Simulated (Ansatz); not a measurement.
Job for Ansatz (a quantum-chemistry and plane-wave program): R-BHLYP/def2-TZVPP on Cl2Ge (SMILES [Cl][Ge][Cl]), 2S+1 = 1, a spin state set in the input, which need not be the lowest, at the other state's geometry.

Ansatz 0.2 input:
```yaml
crystal:
  periodic: [false, false, false]
  atoms:
    - {symbol: Cl, position_ang: [-1.87787852, -0.54070623, 0.00000000]}
    - {symbol: Ge, position_ang: [-0.00038082, 0.57317448, 0.00000000]}
    - {symbol: Cl, position_ang: [1.87859534, -0.53821044, 0.00000000]}
basis:
  gaussian:
    orbitals: def2-TZVPP
hamiltonian:
  xc: {name: BHLYP}
```

The head of its log:

```
WARN ansatz: RAYON_NUM_THREADS=6 ignored (pool sized by the plan → 6); use --threads N
Functional definition: BHLYP
integrals: 0.07 GiB planned
1148 factors; their error is unknown
mean field: 0.61 GiB planned
mean field evaluation 1: about -81564.0384 eV, gradient 2.1e1 eV
mean field evaluation 2: about -81563.8456 eV, gradient 2.6e1 eV
```

Question: Give the final energy of this run.

Answer: -2997.4915 hartree.
